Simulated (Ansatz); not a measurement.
`[CH3][Al]([OH])[SH]` + HBr → `[CH3][Al]([SH])[Br]` + H₂O at 500 K and 1 bar (ligand exchange at the Al–O bond).

Isolated molecules relaxed with PBE0-D4/def2-TZVP in Ansatz; ΔE leaves out vibrations. CBS: MP2 limit from def2 TZ/QZ plus the TZ coupled-cluster correction, frozen cores. This one scheme is used for every species. For Br outer-core shells are correlated without core-valence functions, which leaves a few kJ/mol of doubt a bond. Scalar relativity is left out up to krypton. One conformer a species, not always the lowest.

| species | CCSD(T)/CBS energy (Eh) | H − E (kJ/mol) | S (J/(mol·K)) |
| --- | --- | --- | --- |
| `[CH3][Al]([OH])[SH]` | -756.14636 | 201.1 | 416.2 |
| HBr | -2573.91920 | 30.5 | 213.7 |
| `[CH3][Al]([SH])[Br]` | -3253.69870 | 166.2 | 428.2 |
| H₂O | -76.37941 | 73.2 | 206.3 |

H − E and S are ideal-gas, rigid-rotor, harmonic terms from PBE0-D4/def2-TZVP, for one conformer and one mirror image of each species. 1 Eh = 2625.50 kJ/mol, R = 8.31446 J/(mol·K).

By hand: ΔE, ΔH, ΔS and ΔG.

ΔE = (-3253.69870) + (-76.37941) − (-756.14636) − (-2573.91920) = -0.01255 Eh = -33.0 kJ/mol. Δ(H − E) = 166.2 + 73.2 − 201.1 − 30.5 = 7.8, so ΔH = -25.2 kJ/mol. ΔS = 428.2 + 206.3 − 416.2 − 213.7 = 4.6 J/(mol·K). ΔG = -25.2 − 500 × (4.6)/1000 = -27.5 kJ/mol.

By hand: the equilibrium constant, and the temperature at which ΔG would vanish if ΔH and ΔS stayed fixed.

log₁₀ K = −ΔG/(RT ln 10) = 2.9. ΔH and −TΔS have one sign here, so there is no such temperature.

The number of gas molecules stays the same, so ΔS is small and ΔH decides. A doubt of 5 kJ/mol in ΔE shifts log₁₀ K by 0.5 here. Other conformers and mirror images would add mixing entropy, several J/(mol·K) or more a flexible species. Modes under 60 cm⁻¹, often nearly free rotors, make the harmonic entropy too high. These are equilibria of isolated gas molecules and say nothing of rates. Largest T1 diagnostic: 0.011 (customary marks: 0.02 for closed shells, 0.045 for open ones).

ΔS is within the doubt of such terms, so its sign, and with it that verdict, could turn.
